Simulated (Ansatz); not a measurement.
Mulliken charges of CH3GaO3, SMILES `O=[CH][Ga]([OH])[OH]` from r2SCAN/def2-TZVPP in Ansatz (PBE0-D4/def2-TZVP geometry).

```tsv
atom	x (Å)	y (Å)	z (Å)	charge (e)
O1	-0.379	0.192	2.376	-0.255
C2	-0.089	0.846	1.410	0.063
Ga3	0.058	-0.058	-0.393	0.592
O4	0.481	0.846	-1.864	-0.434
O5	-0.229	-1.804	-0.603	-0.425
H6	0.095	1.939	1.515	0.064
H7	0.517	0.299	-2.653	0.199
H8	-0.455	-2.260	0.211	0.197
```

By hand: the dipole of these point charges (1 e Å = 4.8032 D).

Σ q r = (0.033, 0.108, -0.074) e Å, of length 0.135 e Å = 0.65 D.

How does the dipole of the full density compare? (Best estimate.)

Ansatz gave: (0.019, 0.068, -0.039) e Å, 0.39 D; the point charges give 1.67 times that, at 4° from its direction.

Point charges leave out the atoms' own dipoles, such as those of lone pairs, and Mulliken's split depends on the basis, so the two needn't agree.
